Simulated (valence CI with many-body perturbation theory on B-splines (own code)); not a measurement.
# Forbidden lines of Pd XXV

Calculated by configuration interaction combined with many-body perturbation theory (CI+MBPT): four valence electrons over a frozen Dirac-Fock core [Ar], radial functions for each j: 9 s, 9 p, 10 d, 8 f, 5 g, 3 h, 1 i, with the one-electron correlation potential Σ1 (screened to all orders), the two-electron term Σ2, the three-electron term Σ3, Breit, model QED; selected single and double excitations, second order for the rest (own B-spline code, finite nucleus).

No measured levels were compared; by estimate terms of the open shell hold to 2 to 4 % of their energy, and close levels can change places. Core correlation moves these levels by up to 9600 cm⁻¹, and in measured spectra 5 to 20 % of such shifts remained as error; rates that hang on mixing are uncertain with them. Only levels of the ground parity were solved; by the run's estimate the other parity begins above the list, which can be wrong where configurations are misplaced.

Lines 1 to 50 of 120 in falling wavelength, among levels below 505630 cm⁻¹, chosen from the decays that carry over 1 % of a level's rate. Wavelengths and rates use the calculated energies, so an error of 3000 cm⁻¹ moves a line at 485.7 nm by 15 % and its rate by three times that or more. Weak lines are less certain than strong ones. Lines between different terms over intervals too small for the method are left out, as are lines whose strength nearly cancels. Branching is blank where the lifetime is uncertain.

Names give the largest LS component (configuration and term), which can be under half, so a name can repeat, a term be missing and a line seem to break the LS rules; names also repeat where a configuration has a term twice. Letters in brackets count levels of one name in rising energy.

```csv
λ vac (nm),Upper,Lower,Type,A (s⁻¹),Branch %
1137,3d⁴ ⁵D_4,3d⁴ ⁵D_3,M1,1.47e+01,100.0
967.6,3d⁴ ³H_6,3d⁴ ³H_5,M1,1.40e+01,99.9
680.7,3d⁴ ⁵D_3,3d⁴ ⁵D_2,M1,1.29e+02,100.0
515.9,3d⁴ ⁵D_2,3d⁴ ⁵D_1,M1,3.48e+02,100.0
485.7,3d⁴ ³G_3,3d⁴ ³H_4,M1,6.23e+01,2.1
431.5,3d⁴ ³P_2 [b],3d⁴ ³F_3 [a],M1,8.21e+01,1.0
430.0,3d⁴ ⁵D_1,3d⁴ ⁵D_0,M1,5.04e+02,100.0
382.9,3d⁴ ³H_5,3d⁴ ³H_4,M1,3.07e+02,42.8
355.4,3d⁴ ³P_2 [d],3d⁴ ³P_2 [c],M1,1.57e+02,3.0
351.6,3d⁴ ³F_2 [b],3d⁴ ³P_2 [d],M1,1.63e+02,1.7
351.3,3d⁴ ³P_2 [a],3d⁴ ³P_1 [a],M1,2.65e+02,20.5
337.6,3d⁴ ³G_4,3d⁴ ³G_3,M1,4.20e+02,26.2
320.2,3d⁴ ³P_2 [a],3d⁴ ³F_2 [a],M1,9.94e+01,7.7
314.4,3d⁴ ³P_2 [b],3d⁴ ³P_2 [a],M1,1.32e+02,1.6
298.2,3d⁴ ³F_4 [a],3d⁴ ³H_5,M1,2.67e+02,5.1
294.5,3d⁴ ³P_2 [c],3d⁴ ³D_1,M1,2.47e+02,3.3
281.6,3d⁴ ³P_2 [a],3d⁴ ³G_3,M1,1.39e+01,1.1
276.4,3d⁴ ³P_1 [a],3d⁴ ³P_0 [a],M1,7.94e+02,11.5
273.7,3d⁴ ¹G_4 [a],3d⁴ ³G_5,M1,2.21e+02,
270.2,3d⁴ ³G_5,3d⁴ ³G_4,M1,8.71e+02,31.8
250.8,3d⁴ ³F_3 [a],3d⁴ ³F_2 [a],M1,1.97e+02,7.7
250.7,3d⁴ ³H_4,3d⁴ ⁵D_4,M1,1.02e+03,77.0
240.4,3d⁴ ³D_1,3d⁴ ³P_2 [a],M1,6.39e+02,6.6
228.6,3d⁴ ³P_2 [c],3d⁴ ³P_2 [b],M1,2.36e+02,3.2
226.5,3d⁴ ³F_3 [a],3d⁴ ³G_3,M1,3.58e+01,1.4
215.2,3d⁴ ³F_2 [b],3d⁴ ¹F_3,M1,3.69e+02,3.9
213.3,3d⁴ ¹G_4 [a],3d⁴ ³D_3,M1,2.74e+02,
205.4,3d⁴ ³H_4,3d⁴ ⁵D_3,M1,3.05e+02,23.0
199.2,3d⁴ ³G_4,3d⁴ ³H_4,M1,9.77e+02,61.1
196.9,3d⁴ ³G_5,3d⁴ ³H_6,M1,6.20e+02,22.7
196.8,3d⁴ ³F_4 [b],3d⁴ ¹G_4 [a],M1,2.22e+02,
192.3,3d⁴ ³D_3,3d⁴ ³F_2 [a],M1,1.58e+03,22.1
185.7,3d⁴ ¹F_3,3d⁴ ³P_2 [b],M1,1.80e+02,
182.6,3d⁴ ³P_2 [c],3d⁴ ³D_3,M1,7.43e+02,10.0
177.6,3d⁴ ³D_3,3d⁴ ³G_3,M1,1.84e+03,25.8
176.7,3d⁴ ³F_2 [b],3d⁴ ³P_2 [c],M1,3.80e+02,4.0
170.3,3d⁴ ³F_3 [b],3d⁴ ³P_2 [c],M1,6.43e+02,
169.4,3d⁴ ¹G_4 [a],3d⁴ ³F_3 [a],M1,8.04e+02,
167.6,3d⁴ ³F_4 [a],3d⁴ ³H_4,M1,2.38e+03,45.4
165.9,3d⁴ ³P_2 [b],3d⁴ ³P_1 [a],M1,4.94e+02,6.1
165.4,3d⁴ ³G_3,3d⁴ ⁵D_4,M1,1.32e+02,4.4
163.7,3d⁴ ¹I_6,3d⁴ ³H_6,M1,1.39e+03,46.0
163.6,3d⁴ ³G_5,3d⁴ ³H_5,M1,9.39e+02,34.3
158.6,3d⁴ ³P_2 [b],3d⁴ ³F_2 [a],M1,7.73e+02,9.6
156.0,3d⁴ ¹G_4 [a],3d⁴ ³F_4 [a],M1,2.07e+03,
154.1,3d⁴ ¹F_3,3d⁴ ³D_3,M1,1.27e+03,
151.5,3d⁴ ³H_5,3d⁴ ⁵D_4,M1,4.10e+02,57.2
150.1,3d⁴ ³F_3 [b],3d⁴ ¹G_4 [a],M1,1.21e+03,
149.4,3d⁴ ³P_2 [c],3d⁴ ³F_3 [a],M1,9.76e+02,13.2
148.5,3d⁴ ³P_2 [b],3d⁴ ³G_3,M1,1.57e+02,2.0
```
